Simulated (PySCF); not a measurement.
BBr$_{3}$ (SMILES BrB(Br)Br), singlet, at a GFN2-xTB geometry; DF-HF/STO-3G in PySCF.

Input for PySCF:
```python
from pyscf import gto, scf

mol = gto.M(
    atom='''
B     0.01808306   -0.01978242   -0.03760993
Br   -1.50731106   -1.11118164   -0.13755349
Br    0.01971195    1.66670358   -0.86448993
Br    1.48501581   -0.55269588    1.00741627
''',
    basis='sto-3g',
    verbose=4,
)

mf = scf.RHF(mol)
mf = mf.density_fit(auxbasis='def2-universal-jkfit')
mf.kernel()
```

The log (banner, timings and long lists left out):

```
PySCF version 2.14.0

[INPUT] verbose = 4
[INPUT] num. atoms = 4
[INPUT] num. electrons = 110
[INPUT] charge = 0
[INPUT] spin (= nelec alpha-beta = 2S) = 0
[INPUT] symmetry False subgroup None
[INPUT] Mole.unit = angstrom
[INPUT] Symbol           X                Y                Z      unit          X                Y                Z       unit  Magmom
[INPUT]  1 B      0.018083060000  -0.019782420000  -0.037609930000 AA    0.034172030894  -0.037383355881  -0.071072467264 Bohr   0.0
[INPUT]  2 Br    -1.507311060000  -1.111181640000  -0.137553490000 AA   -2.848405087928  -2.099828974245  -0.259938423578 Bohr   0.0
[INPUT]  3 Br     0.019711950000   1.666703580000  -0.864489930000 AA    0.037250186881   3.149613297032  -1.633649205144 Bohr   0.0
[INPUT]  4 Br     1.485015810000  -0.552695880000   1.007416270000 AA    2.806273171549  -1.044443843375   1.903740843731 Bohr   0.0

nuclear repulsion = 745.880533581362
number of shells = 27
number of NR pGTOs = 177
number of NR cGTOs = 59
basis = sto-3g
ecp = {}

******** <class 'pyscf.df.df_jk.DFRHF'> ********
method = DFRHF
initial guess = minao
damping factor = 0
level_shift factor = 0
DIIS = <class 'pyscf.scf.diis.CDIIS'>
diis_start_cycle = 1
diis_space = 8
diis_damp = 0
SCF conv_tol = 1e-09
SCF conv_tol_grad = None
SCF max_cycles = 50
direct_scf = False
Set gradient conv threshold to 3.16228e-05
Initial guess from minao.
******** <class 'pyscf.df.df.DF'> ********
auxbasis = def2-universal-jkfit
init E= -7647.65636138652
  HOMO = -0.731418096792757  LUMO = -0.212995220566255  gap/eV = 14.10701
cycle= 1 E= -7658.35693932077  delta_E= -10.7  |g|= 0.577  |ddm|= 2.69
  HOMO = -0.328111440234929  LUMO = 0.0482941620451527  gap/eV = 10.24252
cycle= 2 E= -7658.465350406  delta_E= -0.108  |g|= 0.289  |ddm|= 1.41
  HOMO = -0.326335294324832  LUMO = 0.190947220362019  gap/eV = 14.07597
cycle= 3 E= -7658.49666547353  delta_E= -0.0313  |g|= 0.0267  |ddm|= 0.489
  HOMO = -0.327590343449111  LUMO = 0.193632630862938  gap/eV = 14.18320
cycle= 4 E= -7658.49710411797  delta_E= -0.000439  |g|= 0.00397  |ddm|= 0.0697
  HOMO = -0.327702558367733  LUMO = 0.193071184369093  gap/eV = 14.17098
cycle= 5 E= -7658.49711951531  delta_E= -1.54e-05  |g|= 0.00103  |ddm|= 0.0135
  HOMO = -0.327653829118286  LUMO = 0.193391885876431  gap/eV = 14.17838
cycle= 6 E= -7658.49712082085  delta_E= -1.31e-06  |g|= 0.000149  |ddm|= 0.00441
  HOMO = -0.327658371501543  LUMO = 0.193339778438841  gap/eV = 14.17708
cycle= 7 E= -7658.4971208422  delta_E= -2.13e-08  |g|= 8.09e-06  |ddm|= 0.00063
  HOMO = -0.327658597904944  LUMO = 0.193349128486417  gap/eV = 14.17734
cycle= 8 E= -7658.49712084225  delta_E= -5.64e-11  |g|= 3.52e-07  |ddm|= 3.28e-05
  HOMO = -0.32765861093685  LUMO = 0.1933489398512  gap/eV = 14.17734
Extra cycle  E= -7658.49712084223  delta_E= 2.18e-11  |g|= 1.01e-07  |ddm|= 7.04e-07
converged SCF energy = -7658.49712084223
```
